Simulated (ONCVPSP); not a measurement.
**nickel: excitation energies, all-electron against ONCV**

Ni (Z = 28), optimised norm-conserving Vanderbilt (ONCV), made with ONCVPSP 4.0.1 (BLYP, fully relativistic). Core [Ne], reference 3s2 3p6 3d8 4s1.5 4p0.5. Waves: 3s+4s: rc 1.05 bohr, ncon 3, nbas 6, qcut 10.2 1/bohr, 3 projectors, debl 3.3 Ha; 3p+4p: rc 1.45 bohr, ncon 5, nbas 8, qcut 8.2 1/bohr, 2 projectors; 3d: rc 1.65 bohr, ncon 4, nbas 9, qcut 8.1 1/bohr, 3 projectors, debl 1.2 Ha; f scattering state at 0.13 Ha: rc 1.30 bohr, ncon 4, nbas 8, qcut 9.7 1/bohr, 2 projectors, debl 2.9 Ha. Local part: polynomial inside 0.75 bohr (lpopt 4, dvloc0 -1 Ha). Core correction: none.

Open shells are filled in proportion to 2j + 1.

Energies are relative to the spin-unpolarised reference configuration 3s2 3p6 3d8 4s1.5 4p0.5; without spin polarisation the order of configurations can differ from experiment. Not all tests gave a result: 1 of 4 tests not solved or not reliable.

```
valence configuration  charge  ΔE all-electron (eV)  error AE − PS (meV)
  3s2 3p6 3d8 4s2 4p0       0                -2.256                 +0.1
  3s2 3p6 3d8 4s1 4p0      +1                 7.094                 +1.8
  3s2 3p6 3d9 4s1 4p0       0                -3.792                  +66
```
